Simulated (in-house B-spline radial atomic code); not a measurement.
Br2+ is squeezed into an impenetrable sphere of radius R (the orbitals vanish at R). No spin polarisation. All numbers are computed (scalar-relativistic (X2C) PBE, spherical fractional occupations; Fermi nucleus of rms radius 4.1629 fm) with an all-electron radial atomic-structure program (B-spline basis), not measured.

Energies in eV above the free ion in [Ar] 3d10 4s2 4p3:

| R (bohr) | highest level (eV) | [Ar] 3d10 4s2 4p3 | [Ar] 3d10 4s1 4p4 | [Ar] 3d10 4s1 4p3 4f1 |
| --- | --- | --- | --- | --- |
| 7.79 | -28.2 | 0.0002181 | 13.67 | 41.12 |
| 6.84 | -28.2 | 0.002309 | 13.67 | 41.92 |
| 5.23 | -28.1 | 0.1108 | 13.79 | 45.21 |
| 4.57 | -27.7 | 0.5052 | 14.24 | 48.29 |
| 3.8 | -26.3 | 2.823 | 16.87 | 55.94 |
| 2.96 | -19.8 | 17.83 | 33.33 | 82.13 |
| 2.63 | -13.1 | 36.96 | 53.83 | 108.2 |
| 2.09 | 12.8 | 127.4 | 148.6 | 213 |
| 1.95 | 26.1 | 179 | 201.9 | 268.2 |
| 1.48 | 126 | 627.9 | 658.7 | 714.4 |

Task: Does [Ar] 3d10 4s1 4p4 fall below [Ar] 3d10 4s2 4p3 under compression?

Result: No, it stays above over the whole range.

Task: Does [Ar] 3d10 4s1 4p3 4f1 fall below [Ar] 3d10 4s2 4p3 under compression?

Result: No, it stays above over the whole range.

The highest level is first positive in the row R = 2.09 bohr, pushed up by confinement above the zero of the free ion's potential. Each configuration is held fixed and needn't be the lowest in the sphere.
